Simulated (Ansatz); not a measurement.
CH₂BrNSi, SMILES `Br[SiH]1C=N1`. The species carries charge 0 and has multiplicity 1.

```csv
atom,x (Å),y (Å),z (Å)
Br1,-2.254,1.090,-0.363
Si2,-0.480,0.077,0.437
C3,0.862,-0.442,-0.583
N4,1.127,0.678,-0.013
H5,-0.726,-0.391,1.808
H6,1.471,-1.012,-1.286
```

(1) What are the harmonic wavenumbers in cm⁻¹ at PBE0-D4/def2-TZVP (Ansatz, finite differences of forces, unscaled)? (An estimate is asked.)

(2) Is this a minimum?

(3) Give the ideal-gas thermochemistry at 298.15 K and 1 bar (rigid rotor, harmonic oscillator; point group C1, symmetry number 1).

(4) And at 400, 500, 600, 800 and 1000 K?

Results:

(1) Ansatz gave: 194, 235, 427, 558, 719, 797, 846, 860, 1182, 1567, 2306, 3116.

(2) Yes, all 12 modes are real.

(3) Zero-point energy 76.6 kJ/mol; H(298) − E = 91.5 kJ/mol; entropy 306.6 J/(mol·K), of which translation 170.1, rotation 110.0, vibration 26.4; G(298) − E = 0.1 kJ/mol.

(4) 
```csv
T (K),H − E (kJ/mol),S (J/mol/K),G − E (kJ/mol)
400,99.3,329.1,-32.3
500,108.0,348.5,-66.2
600,117.4,365.7,-102.0
800,137.9,395.1,-178.1
1000,160.0,419.6,-259.7
```
